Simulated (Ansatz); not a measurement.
`FC(F)(F)OB(Cl)Cl` + H–F → `FB(Cl)OC(F)(F)F` + HCl at 500 K and 1 bar (ligand exchange at a B–Cl bond).

Gas-phase electronic energies from Ansatz, PBE0-D4/def2-TZVP geometries. CBS: MP2 limit from def2 TZ/QZ plus the TZ coupled-cluster correction, frozen cores. This one scheme is used for every species. One conformer a species, not always the lowest.

| species | CCSD(T)/CBS energy (Eh) | H − E (kJ/mol) | S (J/(mol·K)) |
| --- | --- | --- | --- |
| `FC(F)(F)OB(Cl)Cl` | -1357.08904 | 118.2 | 443.5 |
| H–F | -100.39570 | 39.4 | 188.7 |
| `FB(Cl)OC(F)(F)F` | -997.12510 | 121.0 | 432.8 |
| HCl | -460.38127 | 32.5 | 201.9 |

H − E and S are ideal-gas, rigid-rotor, harmonic terms from PBE0-D4/def2-TZVP, for one conformer and one mirror image of each species. 1 Eh = 2625.50 kJ/mol, R = 8.31446 J/(mol·K).

Q: By hand: ΔE, ΔH, ΔS and ΔG.

A: ΔE = (-997.12510) + (-460.38127) − (-1357.08904) − (-100.39570) = -0.02163 Eh = -56.8 kJ/mol. Δ(H − E) = 121.0 + 32.5 − 118.2 − 39.4 = -4.1, so ΔH = -60.9 kJ/mol. ΔS = 432.8 + 201.9 − 443.5 − 188.7 = 2.5 J/(mol·K). ΔG = -60.9 − 500 × (2.5)/1000 = -62.1 kJ/mol.

Q: By hand: the equilibrium constant, and the temperature at which ΔG would vanish if ΔH and ΔS stayed fixed.

A: log₁₀ K = −ΔG/(RT ln 10) = 6.5. ΔH and −TΔS have one sign here, so there is no such temperature. One of them is within its doubt of zero, so this could turn.

The number of gas molecules stays the same, so ΔS is small and ΔH decides. A doubt of 5 kJ/mol in ΔE shifts log₁₀ K by 0.5 here. Other conformers and mirror images would add mixing entropy, several J/(mol·K) or more a flexible species. Modes under 60 cm⁻¹, often nearly free rotors, make the harmonic entropy too high. These are equilibria of isolated gas molecules and say nothing of rates. Largest T1 diagnostic: 0.012 (customary marks: 0.02 for closed shells, 0.045 for open ones).
